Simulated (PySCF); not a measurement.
# First hyperpolarisability: SMILES C[Se]c1ccc(B(F)F)nc1, C$_{6}$H$_{6}$BF$_{2}$NSe

Cartesian coordinates in Å; atom numbers follow the order of the lines, from 1:
```xyz
17

C     3.3199   -0.6592   -0.3732
Se    2.4667    1.0165   -0.8281
C     0.6834    0.6201   -0.3381
C     0.2508   -0.6024    0.1783
C    -1.0976   -0.7504    0.4895
C    -1.9819    0.3142    0.2806
B    -3.4970    0.1708    0.6131
F    -4.3609    1.1450    0.4381
F    -3.9642   -0.9729    1.0923
N    -1.5555    1.4921   -0.2161
C    -0.2800    1.6367   -0.5115
H     3.2126   -0.8774    0.6978
H     2.9216   -1.4834   -0.9802
H     4.3847   -0.5251   -0.6059
H     0.9425   -1.4313    0.3377
H    -1.4698   -1.6941    0.8948
H     0.0248    2.6118   -0.9135
```

Level of theory: quadratic response CAM-B3LYP/aug-cc-pVDZ first hyperpolarisability, Taylor convention, gas phase (PySCF 2.14.0). Geometry: PBE0-D3(BJ)/def2-SVP.

The calculation is non-relativistic, which matters for the atoms heavier than Zn.

Task: What is the first hyperpolarisability, and how does it disperse?

Result: In au, Taylor convention; the vector part is βᵢ = ⅓ Σⱼ (βᵢⱼⱼ + βⱼᵢⱼ + βⱼⱼᵢ); β∥ is 3/5 of the vector part along the dipole, the dipole points from − to +:
```csv
process,λ (nm),β vector norm,β∥,β HRS,depolarisation ratio
"static β(0;0,0)",∞,1009.6,494.2,465.9,3.71
"second harmonic β(−2ω;ω,ω)",1907,1162.5,566.5,531.1,3.82
"Pockels β(−ω;ω,0)",1907,1057.4,516.8,–,–
"second harmonic β(−2ω;ω,ω)",1064,1637.5,789.8,732.7,4.06
"Pockels β(−ω;ω,0)",1064,1174.4,572.1,–,–
```

Task: Which lowest excitations, dipole and polarisabilities go with it?

Result: S1 4.48 eV (f = 0.004); S2 4.55 eV (f = 0.358); S3 4.78 eV (f = 0.062); dipole 4.96 D; isotropic α 123.9 au static, 124.6 au at 1907 nm, 126.1 au at 1064 nm, 126.6 au at 953.5 nm, 133.8 au at 532 nm.
